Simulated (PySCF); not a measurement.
C₂H₆Cl₂Hf, SMILES [CH3][Hf]([CH3])([Cl])[Cl], multiplicity 1.

Geometry optimised at PBE0-D3(BJ)/def2-SVP. The spin state was assumed, not searched. The def2 effective core potentials stand for the cores of Hf; spin–orbit coupling is left out.

These are PBE/def2-TZVP (PySCF) values and carry that method's errors.

Symmetry labels are those of the subgroup C2v that the program uses (full group C2v).

Computed valence orbital energies around the gap with their symmetry:
```json
[
 {"orbital": "HOMO−7", "symmetry": "A1", "energy (eV)": "-9.43"},
 {"orbital": "HOMO−6", "symmetry": "B1", "energy (eV)": "-8.85"},
 {"orbital": "HOMO−5", "symmetry": "A1", "energy (eV)": "-8.39"},
 {"orbital": "HOMO−4", "symmetry": "A2", "energy (eV)": "-8.20"},
 {"orbital": "HOMO−3", "symmetry": "B2", "energy (eV)": "-8.17"},
 {"orbital": "HOMO−2", "symmetry": "B1", "energy (eV)": "-7.96"},
 {"orbital": "HOMO−1", "symmetry": "A1", "energy (eV)": "-7.15"},
 {"orbital": "HOMO", "symmetry": "B2", "energy (eV)": "-6.79"},
 {"orbital": "LUMO", "symmetry": "A1", "energy (eV)": "-2.33"},
 {"orbital": "LUMO+1", "symmetry": "A2", "energy (eV)": "-2.27"},
 {"orbital": "LUMO+2", "symmetry": "B1", "energy (eV)": "-1.55"},
 {"orbital": "LUMO+3", "symmetry": "A1", "energy (eV)": "-1.15"}
]
```
